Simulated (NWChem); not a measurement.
System: C₃H₅F; SMILES C(/F)=C/C

```xyz
9

C      0.5493     1.4787     0.0000
C     -0.6469     0.5877     0.0000
C     -0.6122    -0.7418     0.0000
F      0.5300    -1.4320     0.0000
H      1.4803     0.8960     0.0000
H      0.5546     2.1369     0.8843
H      0.5546     2.1369    -0.8843
H     -1.6430     1.0404     0.0000
H     -1.4932    -1.3899     0.0000
```
Atoms are numbered in this order, from 1.

All runs: NWChem. All runs use the structure optimised with PBE0/def2-SVP. Level: PBE0/def2-SVP with SMD (1 M gas to 1 M solution), gas-phase geometry.

For solvent water:

```yaml
solvation free energy (kcal/mol): 1.0
cavity-dispersion-structure term (kcal/mol): 3.6
dipole in solution (D): 1.65
```

What are these values for solvent n-hexane?


| Property | Value |
|---|---|
| solvation free energy (kcal/mol) | -2.0 |
| cavity-dispersion-structure term (kcal/mol) | -0.8 |
| dipole in solution (D) | 1.44 |
